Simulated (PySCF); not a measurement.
# From computed data to an observable: refractive index and permittivity of the vapour

C8H4N2OS2, SMILES c1cc2c(cc(s2)-c2nnco2)s1.

Geometry: PBE0-D3(BJ)/def2-SVP. This is a generated structure with no PubChem entry under its InChIKey; it may be hypothetical. One conformer was computed; it need not be the lowest.

PBE/def2-SVP (PySCF) gives a mean static polarisability of 139.9 bohr³ and a dipole moment of 3.75 D. Take an ideal gas at 298.15 K and 0.1 bar, whether or not the substance is that volatile.

Work out n − 1 in the optical limit and the static ε − 1.


Polarisability volume α' = 139.9 × 0.148185 = 20.73 Å³. Number density N = p/kT = 2.43e-6 Å⁻³.
Dilute limit of Lorentz–Lorenz: n − 1 = 2π N α' = 0.00032.
Orientation term of Debye: μ²/(3kT) = 8.098 Å³ × μ²(D²) = 113.88 Å³.
ε − 1 = 4π N (α' + μ²/3kT) = 0.0041. Orientation of the dipole supplies 85 % of the static response; it can't follow optical fields. Vibrational polarisation and dispersion are left out.
